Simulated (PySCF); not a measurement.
C2H6BO2, SMILES CO[B]OC (connectivity only; charge and spin as stated), charge +1, multiplicity 1. Heavy atoms are numbered as in [CH3:1][O:2][B:3][O:4][CH3:5]. Hydrogens are named by the atom that carries them.

The structure is a stationary point at PBE0-D3(BJ)/def2-SVP. The multiplicity is an assumed one; no other spin state was optimised. The isomer is the one that the SMILES or the coordinates give; other isomers of the formula were not compared. One conformer was computed; it need not be the lowest.

These are B3LYP/def2-TZVP (PySCF) values and carry that method's errors.

ESP charges are fitted to the potential on shells at 1.4 to 2.0 van der Waals radii. Atomic charges (e), one atom of each kind:

```csv
atom,meta-Löwdin,Löwdin,ESP fit,Mulliken
C1 (CH3),___,-0.19,-0.33,-0.16
O2,___,0.51,-0.15,-0.09
B3,___,-0.47,0.69,0.41
H on C1,___,0.14,0.21,0.18
```

What belongs in the gaps? (Estimate from the structure and the level; the computed values follow.)


- C1 (CH3), meta-Löwdin: -0.09
- O2, meta-Löwdin: -0.26
- B3, meta-Löwdin: 0.71
- H on C1, meta-Löwdin: 0.16

Give the Mayer and Wiberg (Löwdin basis) orders of the bonds. (Estimate from the structure and the level; the computed values follow.)


```
bond   Mayer  Wiberg
-----  -----  ------
C1–O2   0.76    1.26
O2–B3   1.73    2.29
B3–O4   1.73    2.29
O4–C5   0.76    1.26
```
